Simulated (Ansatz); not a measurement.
The cluster K3Na3. Charge 0, multiplicity 1. Geometry r2SCAN/def2-SVP, basis def2-TZVP, Ansatz.

```xyz
6

Na   -2.012   -0.188    0.834
Na   -2.868    2.812   -0.748
Na    0.416    1.727   -1.281
K     1.772   -1.754    0.451
K    -1.537   -3.564    2.860
K     4.228    0.967   -2.117
```

| run | HOMO (eV) | LUMO (eV) |
| --- | --- | --- |
| A | -2.60 | -1.61 |
| B | -2.76 | -1.87 |
| C | -2.64 | -1.74 |
| D | -2.99 | -1.33 |
| E | -4.08 | -0.19 |

Another isomer (singlet) lies 0.10 eV lower at PBE0/def2-TZVP; other spin states weren't run for this one.

Problem. The runs used LDA (SPW92), PBE, PBE0, r2SCAN, ωB97X-V. Estimate which is which.

Solution. A r2SCAN (0 % exact exchange); B LDA (SPW92) (0 % exact exchange); C PBE (0 % exact exchange); D PBE0 (25 % exact exchange); E ωB97X-V (range-separated). Exact exchange lowers occupied and raises empty levels; among semilocal functionals meta-GGAs tend to open the gap a little, and such runs are hard to tell apart. The gap grows from 0.90 eV (LDA (SPW92)) to 3.89 eV (ωB97X-V). The restricted singlet is unstable towards broken spin symmetry in Hartree–Fock (as tested in another run); at r2SCAN/def2-TZVP, LDA (SPW92)/def2-TZVP, PBE/def2-TZVP, PBE0/def2-TZVP and others this wasn't settled.
